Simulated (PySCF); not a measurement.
C5H6B3NO3.
Cartesian coordinates in Å at the PBE0-D3(BJ)/def2-SVP level; atoms count from 1:
```
atom  x, y, z in Å
B1    -3.049    0.691    0.714
O2    -3.613   -0.472    0.258
B3    -2.835   -1.459   -0.291
O4    -1.481   -1.275   -0.385
B5    -0.896   -0.114    0.069
C6     0.644    0.085   -0.028
C7     1.255    1.264    0.418
C8     2.639    1.393    0.311
N9     3.426    0.446   -0.196
C10    2.852   -0.677   -0.622
C11    1.478   -0.906   -0.562
O12   -1.694    0.865    0.614
H13   -3.737    1.551    1.196
H14   -3.336   -2.478   -0.684
H15    0.655    2.072    0.844
H16    3.137    2.307    0.654
H17    3.522   -1.440   -1.035
H18    1.057   -1.846   -0.925
```

Computed with PySCF at PBE0/pcSseg-1, non-relativistic, on one gas-phase PBE0-D3(BJ)/def2-SVP geometry that isn't relaxed in the solvent. The solvent is an IEF-PCM continuum (van der Waals radii × 1.2). Specific hydrogen bonds and non-electrostatic terms are outside this model.

Gas phase at PBE0/pcSseg-1: HOMO -7.53 eV, LUMO -1.94 eV, dipole 1.43 D.

**Question.** What does the continuum do to the energy, the frontier levels and the dipole at PBE0/pcSseg-1 in chloroform and acetone?

**Answer.** 
| solvent | ε | E(solvent) − E(gas) (kcal/mol) | polarisation term (kcal/mol) | distortion of the solute (kcal/mol) | HOMO (eV) | LUMO (eV) | dipole (D) |
| --- | --- | --- | --- | --- | --- | --- | --- |
| chloroform | 4.711 | -4.04 | -4.37 | 0.33 | -7.66 | -1.90 | 1.81 |
| acetone | 20.49 | -5.46 | -6.08 | 0.62 | -7.71 | -1.90 | 1.95 |

The polarisation term is half the interaction of the solute with the surface charges that it induces; the rest is the cost of distorting the solute's density. The sum is the electrostatic part of solvation alone. From chloroform to acetone the lowering changes by a factor 1.35, Onsager's factor (ε − 1)/(2ε + 1) by 1.30 and ε itself by 4.3.

**Question.** Which radius a makes the point-dipole formula ΔE = −[(ε − 1)/(2ε + 1)]·μ²/a³ give the value in acetone, with the gas-phase dipole?

**Answer.** μ = 0.562 au and |ΔE| = 0.00870 Eh give a = 1.36 Å; the farthest nucleus lies 4.22 Å from the centroid of the nuclei, so such a sphere wouldn't even hold the nuclei. The formula assumes a rigid point dipole at the centre of a sphere.

**Question.** Give the dipole vector in the frame of the coordinates (D, pointing from negative to positive charge), gas and acetone.

**Answer.** Gas (-1.41, -0.18, 0.09), solvent (-1.93, -0.25, 0.12). Its length changes by +37 % and its direction by less than 1°.

**Question.** Which Mulliken charges (PBE0/pcSseg-1) respond most in acetone (means over atoms taken as equivalent)?

**Answer.** 
```
  atoms                          environment  gas (e)  solvent (e)  change
     N9               pyridine-type nitrogen   -0.401       -0.451  -0.050
H16/H17                    aromatic hydrogen   +0.114       +0.130  +0.016
     B5               three-coordinate boron   +0.752       +0.768  +0.016
     O2                   boron-bound oxygen   -0.482       -0.497  -0.015
H15/H18                    aromatic hydrogen   +0.099       +0.111  +0.012
 O4/O12                   boron-bound oxygen   -0.489       -0.497  -0.008
  B1/B3               three-coordinate boron   +0.506       +0.514  +0.008
 C8/C10  aromatic CH next to a ring nitrogen   +0.152       +0.146  -0.006
H13/H14                         B–H hydrogen   -0.026       -0.020  +0.006
 C7/C11                   aromatic CH carbon   -0.172       -0.176  -0.004
     C6          substituted aromatic carbon   -0.238       -0.236  +0.002
```

**Question.** Which Mayer bond orders change most in acetone?

**Answer.** 
```json
{"bond": "C7–C8", "length (Å)": "1.394", "gas": "1.402", "solvent": "1.418", "change": "+0.016"}
{"bond": "C10–C11", "length (Å)": "1.394", "gas": "1.402", "solvent": "1.418", "change": "+0.016"}
{"bond": "C8–N9", "length (Å)": "1.331", "gas": "1.470", "solvent": "1.457", "change": "-0.013"}
{"bond": "N9–C10", "length (Å)": "1.331", "gas": "1.470", "solvent": "1.457", "change": "-0.013"}
{"bond": "B5–C6", "length (Å)": "1.556", "gas": "0.892", "solvent": "0.884", "change": "-0.008"}
{"bond": "C8–H16", "length (Å)": "1.096", "gas": "0.968", "solvent": "0.962", "change": "-0.006"}
{"bond": "C10–H17", "length (Å)": "1.096", "gas": "0.968", "solvent": "0.962", "change": "-0.006"}
{"bond": "C6–C7", "length (Å)": "1.401", "gas": "1.409", "solvent": "1.404", "change": "-0.005"}
```

**Question.** How do the nuclear quadrupole coupling constants eQVzz/h respond in acetone?

**Answer.** 
| nucleus | Q (barn) | gas (MHz) | solvent (MHz) | η gas | η solvent |
| --- | --- | --- | --- | --- | --- |
| 11B at B1 | 0.04059 | 3.80 | 3.82 | 0.46 | 0.46 |
| 17O at O2 | -0.0256 | 5.06 | 4.91 | 0.80 | 0.86 |
| 11B at B3 | 0.04059 | 3.80 | 3.82 | 0.46 | 0.46 |
| 17O at O4 | -0.0256 | 4.91 | 4.82 | 0.88 | 0.93 |
| 11B at B5 | 0.04059 | 3.52 | 3.54 | 0.53 | 0.52 |
| 14N at N9 | 0.02044 | -5.68 | -5.44 | 0.44 | 0.41 |
| 17O at O12 | -0.0256 | 4.93 | 4.84 | 0.88 | 0.92 |
